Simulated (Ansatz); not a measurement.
Reaction (homolysis of the Br–C bond): `FC(Cl)(Cl)Br` → Br• + `F[C](Cl)Cl`•

Gas-phase electronic energies from Ansatz, PBE0-D4/def2-TZVP geometries. CCSD(T)/CBS is the MP2 limit (def2-TZVPP, def2-QZVPP) plus CCSD(T) − MP2 in def2-TZVPP, frozen cores. DFT in def2-TZVPP. HSE06 is defined as in plane-wave codes. No spin–orbit coupling; open shells (•) take unrestricted orbitals. Spin–orbit coupling would lower the free atoms: clearly for Br. For Br outer-core shells are correlated without core-valence functions, so the limit isn't a true one: a few kJ/mol of doubt a bond, and 10 to 20 or more in all where bonds break to atoms. Scalar relativity is left out up to krypton.

`FC(Cl)(Cl)Br`:

```xyz
5

F     0.475    1.177   -0.616
C     0.018    0.086   -0.005
Cl    0.947   -0.167    1.463
Cl   -1.681    0.321    0.370
Br    0.241   -1.417   -1.212
```

`F[C](Cl)Cl`•:

```xyz
4

F    -0.931    0.984   -0.125
C     0.061    0.121   -0.247
Cl   -0.461   -1.486   -0.494
Cl    1.331    0.381    0.866
```

| level | ΔE (kJ/mol) | difference from CCSD(T)/CBS |
| --- | --- | --- |
| PBE-D4 | 268.1 | -8.4 |
| PBE0-D4 | 255.4 | -21.1 |
| r2SCANh-D4 | 246.0 | -30.5 |
| r2SCAN0-D4 | 238.4 | -38.1 |
| CAM-B3LYP-D4 | 241.5 | -35.0 |
| PBE-QIDH | 259.0 | -17.5 |
| r2SCAN0 | 236.1 | -40.4 |
| HSE06 | 248.6 | -27.9 |
| MP2/def2-SVP | 256.6 | -19.9 |
| CCSD(T)/def2-SVP | 234.2 | -42.3 |
| MP2/def2-TZVPP | 285.6 | 9.1 |
| CCSD/def2-TZVPP | 241.2 | -35.3 |
| CCSD(T)/def2-TZVPP | 257.1 | -19.4 |
| MP2/def2-QZVPP | 296.3 | 19.8 |
| SCS-MP2/def2-QZVPP | 282.2 | 5.7 |
| HF/CBS(def2) | 112.3 | -164.2 |
| CCSD(T)/CBS | 276.5 | 0 |

Largest T1 diagnostic among the species: 0.015.

The D4 term adds +15.0 kJ/mol with B3LYP and +7.6 kJ/mol with PBE0; it sums over pairs of atoms, weighted by their polarisabilities, and B3LYP, whose exchange is more repulsive, gets the larger term. From PBE to PBE0 (25 % exact exchange), in def2-TZVPP and without D4, ΔE moves by −11.3 kJ/mol: exact exchange takes away binding that semilocal exchange gives to molecules.

B3LYP here is the variant with VWN-RPA as its local correlation; programs differ in this.

CCSD(T)/CBS has its own doubt, a few kJ/mol and more with outer-core shells, so smaller differences from it don't rank the levels.
